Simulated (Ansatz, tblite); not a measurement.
Removing and adding an electron: the cluster Sn₉O (the lowest singlet isomer of a short search). Total charge 0; singlet. Geometry: PBE-D4/def2-SVP. Ansatz, gas phase; energy differences of separate SCF runs; the oxidised species was run as a doublet alone; the reduced species was run as a doublet alone.

```
atom   x (Å)   y (Å)   z (Å)
  O1  -2.901   1.013  -1.358
 Sn2  -2.146  -0.536  -2.507
 Sn3  -0.105   0.903   0.911
 Sn4   2.449   0.291   2.469
 Sn5  -0.733  -1.907  -0.194
 Sn6   2.423  -1.808   0.061
 Sn7  -2.675   2.193   0.237
 Sn8   0.207  -1.712   2.568
 Sn9   0.779   0.049  -1.917
Sn10   2.703   1.513  -0.270
```

In the def2 sets Sn takes a core potential; there is no spin–orbit coupling. The xTB rows come from tblite. The structure comes from a short search, and lower isomers may exist.

```
           level  −HOMO (eV)  vertical IE (eV)  −LUMO (eV)  vertical EA (eV)  HOMO–LUMO gap (eV)  IE − EA (eV)
        GFN1-xTB        8.73             10.67        7.53              5.60                1.20          5.07
        GFN2-xTB        9.22             11.18        7.62              5.71                1.60          5.47
 PBE-D4/def2-SVP        4.40              6.10        3.52              1.86                0.88          4.25
PBE0-D4/def2-SVP        5.03              6.20        2.92              1.86                2.10          4.34
```

   Raw xTB energy differences between charge states are shifted by several eV; the methods need an empirical correction for them. Sets without diffuse functions give affinities that are too small.
